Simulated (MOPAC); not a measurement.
Input file for MOPAC: PM6 on BGeH5 (SMILES [BH2][GeH3]), a point of a torsion scan.

```
PM6 1SCF PRECISE CHARGE=0 THREADS=1
BGeH5

B      1.24195436 1    -0.07744886 1     0.00891134 1
Ge    -0.74767986 1     0.07529296 1     0.00557920 1
H      1.93583684 1     0.85977110 1    -0.02276562 1
H      1.74761290 1    -1.12903728 1     0.04338736 1
H     -1.34426457 1     1.44644639 1    -0.03937105 1
H     -1.41784253 1    -0.62590391 1    -1.13519021 1
H     -1.41583876 1    -0.54890789 1     1.19135788 1
```

Output:

```
*******************************************************************************
 **                                                                           **
 **                              MOPAC v23.2.5                                **
 **                                                                           **
 *******************************************************************************
 ** MOPAC's Digital Object Identifier: https://doi.org/10.5281/zenodo.6511958 **
 **                                                                           **
 ** Please cite the open-source release paper for use of this MOPAC version:  **
 ** J. E. Moussa and J. J. P. Stewart (2026)                                  **
 ** MOPAC: An open-source semiempirical molecular orbital program             **
 ** J. Open Source Softw., 11(119), 8025, https://doi.org/10.21105/joss.08025 **
 *******************************************************************************

                              PM6 CALCULATION RESULTS

 *******************************************************************************
 *  PM6        - The PM6 Hamiltonian to be used
 *
 *
 *
 *                 CHARGE ON SYSTEM = 0
 *
 *
 *
 *  PRECISE    - TIGHTER CRITERIA TO BE USED
 *  1SCF       - DO 1 SCF AND THEN STOP
 *  THREADS=1  - MULTI-THREADING NOT USED
 *  T=         - A TIME OF 172800.0 SECONDS REQUESTED
 *  DUMP=N     - RESTART FILE WRITTEN EVERY 7200.0 SECONDS REQUESTED
 *******************************************************************************
PM6 1SCF PRECISE CHARGE=0 THREADS=1
 BGeH5

   ATOM   CHEMICAL          X               Y               Z
  NUMBER   SYMBOL      (ANGSTROMS)     (ANGSTROMS)     (ANGSTROMS)

     1       B          1.24195436  *  -0.07744886  *   0.00891134  *
     2      Ge         -0.74767986  *   0.07529296  *   0.00557920  *
     3       H          1.93583684  *   0.85977110  *  -0.02276562  *
     4       H          1.74761290  *  -1.12903728  *   0.04338736  *
     5       H         -1.34426457  *   1.44644639  *  -0.03937105  *
     6       H         -1.41784253  *  -0.62590391  *  -1.13519021  *
     7       H         -1.41583876  *  -0.54890789  *   1.19135788  *



          CARTESIAN COORDINATES

    NO.       ATOM           X           Y           Z

     1         B          1.2420     -0.0774      0.0089
     2        Ge         -0.7477      0.0753      0.0056
     3         H          1.9358      0.8598     -0.0228
     4         H          1.7476     -1.1290      0.0434
     5         H         -1.3443      1.4464     -0.0394
     6         H         -1.4178     -0.6259     -1.1352
     7         H         -1.4158     -0.5489      1.1914

 General Reference for PM6:
 "Optimization of Parameters for Semiempirical Methods V: Modification of NDDO Approximations
 and Application to 70 Elements", J. J. P. Stewart, J. Mol. Mod., 13, 1173-1213 (2007)
 URL: https://link.springer.com/article/10.1007/s00894-007-0233-4

           Empirical Formula: H5 B Ge  =     7 atoms



      MOLECULAR POINT GROUP   :   Cs


      RHF CALCULATION, NO. OF DOUBLY OCCUPIED LEVELS = 6


 -------------------------------------------------------------------------------
 PM6 1SCF PRECISE CHARGE=0 THREADS=1
 BGeH5



     1SCF WAS SPECIFIED, SO BFGS WAS NOT USED
     SCF FIELD WAS ACHIEVED


                              PM6 CALCULATION
                                                       MOPAC v23.2.5 Linux




          FINAL HEAT OF FORMATION =        189.03888 KCAL/MOL =     790.93867 KJ/MOL


          COSMO AREA              =         98.49 SQUARE ANGSTROMS
          COSMO VOLUME            =         84.95 CUBIC ANGSTROMS

          IONIZATION POTENTIAL    =         10.560922 EV
          HOMO LUMO ENERGIES (EV) =        -10.561 -0.594
          NO. OF FILLED LEVELS    =          6
          MOLECULAR WEIGHT        =         88.4395         POINT GROUP:  Cs

          MOLECULAR DIMENSIONS (Angstroms)

            Atom       Atom       Distance
            H     5    H     4     4.02488
            H     3    H     7     3.46051
            H     3    H     6     2.19217


          SCF CALCULATIONS        =          1





   ATOM   CHEMICAL          X               Y               Z
  NUMBER   SYMBOL      (ANGSTROMS)     (ANGSTROMS)     (ANGSTROMS)

     1       B          1.24195436  *  -0.07744886  *   0.00891134  *
     2      Ge         -0.74767986  *   0.07529296  *   0.00557920  *
     3       H          1.93583684  *   0.85977110  *  -0.02276562  *
     4       H          1.74761290  *  -1.12903728  *   0.04338736  *
     5       H         -1.34426457  *   1.44644639  *  -0.03937105  *
     6       H         -1.41784253  *  -0.62590391  *  -1.13519021  *
     7       H         -1.41583876  *  -0.54890789  *   1.19135788  *

                             CARTESIAN COORDINATES

   1    B        1.241954360    -0.077448860     0.008911340
   2   Ge       -0.747679860     0.075292960     0.005579200
   3    H        1.935836840     0.859771100    -0.022765620
   4    H        1.747612900    -1.129037280     0.043387360
   5    H       -1.344264570     1.446446390    -0.039371050
   6    H       -1.417842530    -0.625903910    -1.135190210
   7    H       -1.415838760    -0.548907890     1.191357880


           Empirical Formula: H5 B Ge  =     7 atoms



      MOLECULAR POINT GROUP   :   Cs


                  EIGENVALUES
 -19.79350 -17.03134 -12.74045 -12.02634 -11.21460 -10.56092  -0.59375   0.40337
   2.38577   2.41326   3.85115   4.63517   5.71969


              NET ATOMIC CHARGES AND DIPOLE CONTRIBUTIONS

  ATOM NO.   TYPE          CHARGE      No. of ELECS.   s-Pop       p-Pop
    1          B           0.150270        2.8497     1.13971     1.71002
    2         Ge          -0.653116        4.6531     1.22670     3.42642
    3          H           0.036125        0.9639     0.96387
    4          H           0.034487        0.9655     0.96551
    5          H           0.138687        0.8613     0.86131
    6          H           0.146772        0.8532     0.85323
    7          H           0.146774        0.8532     0.85323
 DIPOLE           X         Y         Z       TOTAL
 POINT-CHG.     0.974    -0.195     0.006     0.993
 HYBRID        -0.805     0.025    -0.000     0.805
 SUM            0.169    -0.170     0.005     0.240


          ATOMIC ORBITAL ELECTRON POPULATIONS

     Atom    s        px        py        pz
    1  B   1.13971   0.73981   0.94504   0.02516
    2 Ge   1.22670   1.16354   1.12949   1.13339
    3  H   0.96387
    4  H   0.96551
    5  H   0.86131
    6  H   0.85323
    7  H   0.85323

 **********************
 *                    *
 * JOB ENDED NORMALLY *
 *                    *
 **********************




 == MOPAC DONE ==
```

The run finished.

Cost: very roughly 0.020 core-seconds.
